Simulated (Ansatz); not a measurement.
Species: C4H10N (charge 0, doublet). It need not be the lowest isomer of its formula. 
Geometry from a B3LYP-D3(BJ)/def2-TZVP (Ansatz, a program for electronic structure) optimisation:
```xyz
15

C     -0.5525     1.4004    -0.5378
C     -0.4043    -0.1193    -0.3246
C     -1.7130    -0.7250     0.1849
C      0.7279    -0.4554     0.5909
N      2.0283    -0.2023     0.1459
H      0.3839     1.8381    -0.8852
H     -0.8238     1.8904     0.4006
H     -1.3315     1.6197    -1.2728
H     -0.1854    -0.5638    -1.3067
H     -1.6374    -1.8094     0.2768
H     -2.5408    -0.4921    -0.4876
H     -1.9627    -0.3211     1.1699
H      0.5829    -0.3478     1.6605
H      2.2060    -0.4704    -0.8129
H      2.7618    -0.5316     0.7557
```
Charge 0, spin multiplicity 2.

Parts of the frozen-core correlation energy in cc-pVDZ (Ansatz, hartree). Frozen orbitals: 5; correlated occupied orbitals by spin: 16 and 15; virtual: 99 and 100. UHF or UKS for open shells. No spin-orbit coupling. Non-relativistic.

```json
[
 {"term": "reference (HF)", "value": "-211.71687"},
 {"term": "MP2 opposite-spin", "value": "-0.55478"},
 {"term": "MP2 same-spin", "value": "-0.17149"},
 {"term": "CCSD correlation", "value": "-0.79380"},
 {"term": "(T)", "value": "-0.02291"},
 {"term": "T1 diagnostic", "value": "0.012"},
 {"term": "largest doubles amplitude", "value": "0.015"},
 {"term": "<S^2> of the reference", "value": "0.761"}
]
```
